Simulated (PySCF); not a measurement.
## Frontier orbitals and the lowest excitations

Species: C₅H₄F₂.
Structure used (GFN2-xTB), in Å, numbered top down from 1:
```
atom  x, y, z in Å
F1     3.2196    0.0167   -0.1879
C2     1.9210    0.2858   -0.0401
C3     0.9573   -0.6240   -0.2209
F4     1.2591   -1.8920   -0.5702
C5    -0.4200   -0.3334   -0.0638
C6    -1.6817   -0.6834   -0.0805
C7    -1.4072    0.7457    0.2734
H8     1.7167    1.3069    0.2393
H9    -2.4360   -1.4151   -0.2258
H10   -1.6129    1.5247   -0.4519
H11   -1.5106    1.0706    1.3025
```

Method used: TDDFT PBE0/def2-SVPD, vertical, gas phase, core orbitals frozen in the response in PySCF 2.14.0, density-fitted response routines.

Kohn–Sham orbitals with the atoms that hold most of them (Löwdin shares over 4%, at most four atoms; ? is withheld):

```tsv
orbital	ε (eV)	atoms
LUMO+2	1.06	C7 31%, H11 16%, H10 16%, H8 8%
LUMO+1	0.46	C2 31%, C3 20%, F4 11%, F1 11%
LUMO	?	?
HOMO	-6.89	C6 24%, C2 18%, C5 16%, C3 12%
HOMO-1	-8.90	?
HOMO-2	-9.13	C7 40%, C6 20%, C5 20%, H9 5%
HOMO-3	-10.38	C6 30%, C5 29%, C7 19%, C3 5%
```

Question: Which atoms hold the LUMO, and with what shares?

Answer: C6 (bonded to 2 C and H) 25%; C2 (bonded to C, F and H) 24%; C5 (bonded to 3 C) 17%; C3 (bonded to 2 C and F) 14%.

Question: Give the leading atoms of the HOMO-1.

Answer: C3 (bonded to 2 C and F) 22%; C5 (bonded to 3 C) 18%; F4 (bonded to C) 15%; C2 (bonded to C, F and H) 12%. By element: carbon 52% or more, fluorine 15% or more.

Question: What is the LUMO energy, and the HOMO–LUMO gap?

Answer: ε(LUMO) = -1.38 eV; the gap is 5.51 eV (0.2025 hartree).

Question: How does S1 compare with the orbital gap of 5.51 eV?

Answer: S1 is at 5.24 eV (f = 0.397), 0.27 eV below the gap, made of HOMO→LUMO (94%). 

Question: Give energy, strength and leading configuration of S1, S2, S3 and S4, and follow the Löwdin shares of the leading atoms from the occupied to the empty orbital.

Answer: 
- S1 (5.24 eV, f 0.397), HOMO→LUMO (94%): C6 24% → 25%, C2 18% → 24%
- S2 (6.02 eV, f 0.0045), HOMO→LUMO+1 (94%): C6 24% → at most 11%, C2 18% → 31%, C3 12% → 20%
- S3 (6.09 eV, f 0.0003), HOMO-2→LUMO (97%): C7 40% → at most 14%, C6 20% → 25%, C2 at most 5% → 24%
- S4 (6.62 eV, f 0.088), HOMO-1→LUMO (87%): C3 22% → 14%, C5 18% → 17%, C6 at most 13% → 25%, C2 12% → 24%

One conformer stands for the species.
